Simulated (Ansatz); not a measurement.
```yaml
crystal:
  periodic: [true, true, true]
  atoms:
    - {symbol: C, position_ang: [0.437912, 1.587112, -1.046253]}
    - {symbol: C, position_ang: [-0.698293, 0.596886, -1.214491]}
    - {symbol: O, position_ang: [-1.483605, 0.487984, -0.063326]}
    - {symbol: In, position_ang: [-0.964301, -0.638516, 1.505756]}
    - {symbol: C, position_ang: [0.825561, -1.771918, 1.195212]}
    - {symbol: H, position_ang: [0.048035, 2.562541, -0.746607]}
    - {symbol: H, position_ang: [0.999691, 1.707874, -1.977190]}
    - {symbol: H, position_ang: [1.137198, 1.248388, -0.274091]}
    - {symbol: H, position_ang: [-1.346260, 0.929349, -2.037559]}
    - {symbol: H, position_ang: [-0.282114, -0.375455, -1.527943]}
    - {symbol: H, position_ang: [-2.107583, -0.447794, 2.759944]}
    - {symbol: H, position_ang: [1.022381, -1.866807, 0.126999]}
    - {symbol: H, position_ang: [0.743562, -2.764137, 1.639473]}
    - {symbol: H, position_ang: [1.667825, -1.255518, 1.660086]}
basis:
  gaussian: {orbitals: ANO-RCC-VTZP, nuclear_model: gaussian}
hamiltonian: {xc: {name: r2SCAN}, dispersion: d3bjatm}
output: {forces: true}
```

```sh
$ ansatz run in.yaml --threads 2 --pin off --events-out ev --progress --plain --max-ram 22528MiB --backend cuda --devices 0, --max-vram 18GiB
```

Shortened log:

```
Error: YAML parse error: error: line 2 column 3: crystal: missing field `lattice` (a structure is typed as `lattice` and `atoms`, a molecule's as `atoms` in Å alone, or read from a run's directory, `checkpoint`)
 --> <input>:2:3
1 | crystal:
2 |   periodic: [true, true, true]
3 |   atoms:
4 |     - {symbol: C, position_ang: [0.437912, 1.587112, -1.046253]}
```

(1) What is wrong with this run?

Answers

(1) The molecule is marked periodic without a cell. The input was rejected before any iteration.
